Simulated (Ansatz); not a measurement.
Match the barriers

Saddle point of SiH2Cl4O, singlet (SiHCl₃O ([OH][Si]([Cl])([Cl])[Cl]) + HCl → SiCl₄ ([Cl][Si]([Cl])([Cl])[Cl]) + H₂O; bonds formed: Si1–Cl7, O2–H6; bonds broken: Si1–O2, H6–Cl7), PBE0-D4/def2-TZVP structure:

```
atom    x (Å)    y (Å)    z (Å)
 Si1  -0.5789  -0.2450   0.0890
  O2   1.1537  -0.1005  -0.1798
 Cl3  -0.5991  -2.1376  -0.7974
 Cl4  -1.1769  -0.6790   1.9680
 Cl5  -1.8592   0.7309  -1.1414
  H6   1.2663   0.9483   0.1112
 Cl7   0.2321   2.0148   0.8930
  H8   1.5620  -0.5320  -0.9425
```

Computed with Ansatz 0.2.0 (basis: def2-TZVPP, with def2-QZVPP for the basis limit); correlated methods freeze the cores. B3LYP uses VWN-RPA correlation. Extrapolation: Hartree–Fock as exp(−7.88 √X), correlation as X^−2.97. Four methods, as single points on the PBE0-D4 structures, gave these electronic barriers from the start structure: 0.702, 1.343, 1.476, 1.982 eV.

(1) The methods were, in alphabetical order, B3LYP-D4, BHLYP-D4, HF, SPW92. Which gave which? (A judgement: the text doesn't fix the answer.)

No T1 diagnostic of these runs exceeds 0.010. The end structure is not quite a true minimum (one mode of 35i cm⁻¹).

## Answers

(1) The calculation gives: SPW92 0.702; B3LYP-D4 1.343; BHLYP-D4 1.476; HF 1.982 eV. For comparison, CCSD(T) at an estimated basis limit (MP2 extrapolated from triple and quadruple zeta, plus CCSD(T) − MP2 in triple zeta) gives 1.326 eV.

Hydrogen chloride, the by-product of chloride precursors, can attack films and sites by steps of this kind.

Labels in which every atom is bracketed show which atoms are joined, not bond orders.

For scale, one of the runs: CCSD(T)/def2-TZVPP, 269 basis functions, launched by `ansatz run in.yaml --threads 8 --pin off --events-out ev --progress --plain --max-ram 19148MiB`. Time: 3 min of wall clock on 8 CPU threads of an Intel Xeon; the host was shared. Peak host memory: 6.2 GiB.
